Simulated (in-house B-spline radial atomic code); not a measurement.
A fraction x of an electron is removed from 5p in I+, starting from [Kr] 4d10 5s2 5p4 and keeping the highest spin. Method: scalar-relativistic (X2C) B3LYP, spin-polarised, spherical fractional occupations, Fermi nucleus of rms radius 4.75 fm. Calculated with a B-spline radial code for spherical atoms.

Caution: exact exchange at fractional occupations of open shells leaves self-interaction of up to several eV.

| x | E(x) - E(0) (eV) | 5p down level (eV) |
| --- | --- | --- |
| 0 | 0.0000 | -14.367 |
| 0.07 | 1.0244 | -14.902 |
| 0.24 | 3.6691 | -16.215 |
| 0.35 | 5.5001 | -17.075 |
| 0.38 | 6.0159 | -17.311 |
| 0.5 | 8.1501 | -18.261 |
| 0.54 | 8.8870 | -18.580 |
| 0.75 | 12.9657 | -20.271 |
| 0.86 | 15.2448 | -21.168 |
| 0.94 | 16.9645 | -21.826 |
| 1 | 18.2889 | - |

The exact functional would give a straight line between the two integer points. Deviations E(x) - E(0) - x[E(1) - E(0)], in eV: -0.256 at x = 0.07, -0.72 at x = 0.24, -0.901 at x = 0.35, -0.934 at x = 0.38, -0.994 at x = 0.5, -0.989 at x = 0.54, -0.751 at x = 0.75, -0.484 at x = 0.86, -0.227 at x = 0.94.

The curve lies below the straight line by up to 0.994 eV (at x = 0.5): convex, the delocalisation error, to which spherically averaged exact exchange adds.

(1) How well does Slater's transition state (minus the level at half occupation) give the ionisation energy?

## Answers

(1) It gives 18.261 eV against 18.289 eV from the two total energies; NIST lists 19.13 eV, ground level to ground level. The end point has an open shell averaged over its orbitals, so its exact exchange keeps a self-interaction and this is no true integer point.
